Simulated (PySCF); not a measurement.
# A run, input to output

The script drives PySCF SCF with an in-house response code with single-precision fitted integrals, so total energies wander by about 1e-6 Eh between cycles (the fitting error itself is about 1e-3 Eh and cancels in differences); atoms count from 0. Kgrid is the grid level of the response kernel; vcut the energy (Eh) above which virtual orbitals leave the response; delta the states run by ΔSCF (the anion only where the lumo is low enough to bind); pop asks for populations, which are stored and not printed; grid is the SCF grid level (2 if not given).

The basis has no diffuse functions, so the polarisability comes out too low. Without diffuse functions Rydberg states are missing, so unbound LUMOs, wide gaps and states within about 2 eV of the ionisation energy come out too high, and electron affinities are rough.

Job and coordinates (Å):

```
{"job": {"kind": "uv", "basis": "def2-SVP", "grid": 1, "kgrid": 0, "vcut": 1.5, "nstates": 6, "ntriplets": 2, "tda": true, "delta": ["ip_vertical"], "pop": true, "xc": "CAM-B3LYP"}, "charge": 0, "multiplicity": 1}
O     -0.825068    -0.283027     2.194350
S     -0.925217     0.808088     1.275076
O     -0.686901     2.123617     1.785171
O      0.043491     0.534907    -0.006056
C      1.413031     0.428555     0.084770
C      2.093763     0.675728     1.288980
C      3.456317     0.579464     1.326407
C      4.197705     0.234059     0.176704
C      5.604548     0.134811     0.185191
C      6.289445    -0.202151    -0.948954
C      5.598710    -0.456439    -2.144108
C      4.235933    -0.368271    -2.186866
C      3.501123    -0.021135    -1.033814
C      2.097464     0.081958    -1.052031
C     -2.470972     0.748462     0.346045
C     -3.591320     1.105587     1.302996
C     -4.939028     0.986452     0.592211
C     -5.119567    -0.420962     0.030244
C     -3.982979    -0.769711    -0.925907
C     -2.634086    -0.646055    -0.218885
H      1.519653     0.941771     2.161193
H      3.985365     0.772685     2.247999
H      6.131941     0.331044     1.107310
H      7.366798    -0.276269    -0.934318
H      6.154816    -0.723066    -3.030396
H      3.698952    -0.561876    -3.104152
H      1.556832    -0.106749    -1.966653
H     -2.348730     1.498919    -0.432418
H     -3.437547     2.116151     1.684253
H     -3.552171     0.416071     2.149362
H     -4.982345     1.711941    -0.222641
H     -5.744810     1.216645     1.289757
H     -6.075246    -0.491000    -0.491634
H     -5.131436    -1.138846     0.852020
H     -4.108153    -1.785793    -1.301958
H     -4.005118    -0.090719    -1.781043
H     -2.573489    -1.355758     0.608570
H     -1.817909    -0.862573    -0.908794
```

Command:

```bash
OMP_NUM_THREADS=2 python large_run.py task.json out
```

What does the program print?


```
start: PBE on a coarse grid of 31618 points
cycle   1  E = -1241.7132524481  dE =  3.599e+00  |g| = 1.467e+00  |ddm| = 8.029e+00
cycle   2  E = -1240.0369121895  dE =  1.676e+00  |g| = 3.240e+00  |ddm| = 5.312e+00
cycle   3  E = -1242.0668202090  dE = -2.030e+00  |g| = 6.789e-01  |ddm| = 4.282e+00
cycle   4  E = -1242.1599129122  dE = -9.309e-02  |g| = 2.555e-01  |ddm| = 1.077e+00
cycle   5  E = -1242.1705889449  dE = -1.068e-02  |g| = 1.107e-01  |ddm| = 3.444e-01
cycle   6  E = -1242.1731649564  dE = -2.576e-03  |g| = 3.946e-02  |ddm| = 1.644e-01
cycle   7  E = -1242.1735671320  dE = -4.022e-04  |g| = 1.213e-02  |ddm| = 6.297e-02
cycle   8  E = -1242.1736037494  dE = -3.662e-05  |g| = 4.737e-03  |ddm| = 1.984e-02
final grid: 136253 points
cycle   9  E = -1243.1846646921  dE = -1.350e-02  |g| = 1.094e-01  |ddm| = 7.030e-01
cycle  10  E = -1243.1836296921  dE =  1.035e-03  |g| = 1.360e-01  |ddm| = 2.345e-01
cycle  11  E = -1243.1870280888  dE = -3.398e-03  |g| = 1.236e-02  |ddm| = 1.308e-01
cycle  12  E = -1243.1870486647  dE = -2.058e-05  |g| = 8.102e-03  |ddm| = 2.083e-02
cycle  13  E = -1243.1870629015  dE = -1.424e-05  |g| = 1.742e-03  |ddm| = 9.865e-03
cycle  14  E = -1243.1870649350  dE = -2.033e-06  |g| = 3.951e-04  |ddm| = 2.490e-03
cycle  15  E = -1243.1870629109  dE =  2.024e-06  |g| = 1.967e-04  |ddm| = 9.966e-04
cycle  16  E = -1243.1870641517  dE = -1.241e-06  |g| = 6.912e-05  |ddm| = 4.344e-04
converged SCF energy = -1243.1870641517
Vertical ionisation energy (delta-SCF) = 7.9149 eV   <S^2> = 0.776

Static polarisability (au): isotropic 192.921, principal 113.282 183.281 282.201

Singlet excitations
state   eV       nm        f      main configurations
  1   4.6896    264.4   0.02002   H-1->L 0.35, H->L+1 0.34, H->L 0.24
  2   4.9995    248.0   0.07414   H->L 0.62, H-1->L 0.16, H->L+1 0.13
  3   6.4781    191.4   0.49399   H->L+2 0.48, H-2->L 0.24, H->L+1 0.11
  4   6.5641    188.9   0.61476   H-1->L+2 0.24, H-2->L+1 0.16, H->L+2 0.16
  5   6.6463    186.5   1.19920   H->L+1 0.22, H-1->L+1 0.19, H-1->L 0.15
  6   6.9023    179.6   0.58942   H-1->L+1 0.56, H-1->L+2 0.10

Triplet excitations (Tamm-Dancoff, eV): 3.0797 4.1398
```

Roughly how long does this take on 2 threads of AMD EPYC 7R13 (shared host), and how large is the basis?

About 75 s of wall time, peak memory 1.4 GiB; 374 basis functions and 1257 fitting functions.
